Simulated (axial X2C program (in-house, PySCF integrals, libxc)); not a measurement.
**Which functional? An output for CdB⁺**

An SCF output computed with an in-house all-electron X2C program for linear molecules (integrals from PySCF) for CdB⁺ at 2.512 Å, two-component, state Ω = 0, Cd dyall-cv3z [12s12p8d5f3g], B dyall-v3z [7s6p2d1f] (cores contracted in-house), without its first line:

```
basis functions 192  fitting functions 915  grid points 5082
iter        total energy     max residual
   1      -5616.556042985     1.56e-01
   2      -5616.559967067     3.71e-03
   3      -5616.558955912     7.89e-03
   4      -5616.559949594     3.55e-03
   5      -5616.560200246     2.03e-03
   6      -5616.560301228     8.67e-05
   7      -5616.560301404     4.71e-05
   8      -5616.560301450     6.00e-06
   9      -5616.560301451     1.67e-06
converged
one-electron -7821.13610717  Coulomb 2317.05609135  exact exchange 0.00000000  xc functional -159.99254193  nuclear repulsion 50.55833225  atomic mean-field constant -3.04607595
```

Which level of theory produced it?
A. PBE0
B. HF
C. PW91

C. The exact-exchange term against the functional term shows a share of 0 of exact exchange.
